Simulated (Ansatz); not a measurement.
Stepwise reaction of `[O]=[V]([OH])([OH])[F]` with hydrogen fluoride, as a gas-phase model of exchange steps in deposition or etching. ΔE in kJ/mol; ΔG adds harmonic PBE0-D4 terms to CCSD(T)/CBS, at 1 bar.

Isolated molecules relaxed with PBE0-D4/def2-TZVP in Ansatz; ΔE leaves out vibrations. CCSD(T)/CBS adds triple-zeta CCSD(T) − MP2 to the extrapolated MP2 energy (def2 sets, frozen cores). This one scheme is used for every species. DFT in def2-TZVPP. B3LYP here is the variant with VWN-RPA as its local correlation; programs differ in this. For V outer-core shells are correlated without core-valence functions, which leaves a few kJ/mol of doubt a bond. Scalar relativity is left out up to krypton. One conformer a species, not always the lowest.

```tsv
step	reaction	PBE-D4	B3LYP-D4	ωB97M-V	CCSD(T)/CBS	ΔG(500 K)
2	`[O]=[V]([OH])([F])[F]` + H–F → `[O]=[V]([F])([F])[F]` + H₂O	-18.0	-15.9	-17.5	-8.5	-6.5
```

(1) Give the row of step 1, `[O]=[V]([OH])([OH])[F]` + H–F → `[O]=[V]([OH])([F])[F]` + H₂O. (Estimate.)

(2) By hand: ΔE of the 2 steps together at CCSD(T)/CBS.

Answers

(1) Computed: 
| step | reaction | PBE-D4 | B3LYP-D4 | ωB97M-V | CCSD(T)/CBS | ΔG(500 K) |
| --- | --- | --- | --- | --- | --- | --- |
| 1 | `[O]=[V]([OH])([OH])[F]` + H–F → `[O]=[V]([OH])([F])[F]` + H₂O | -27.1 | -25.5 | -26.6 | -17.7 | -19.3 |

(2) (-17.7) + (-8.5) = -26.2 kJ/mol, or -13.1 kJ/mol a step.

In ΔE each step is higher than the one before. All are downhill at CCSD(T)/CBS. ΔG lies between -19.3 and -6.5 kJ/mol a step. PBE-D4 differs from CCSD(T)/CBS by -9.5 to -9.4 kJ/mol a step. Isolated molecules leave out the surface, adducts and barriers. Largest T1 diagnostic: 0.032.
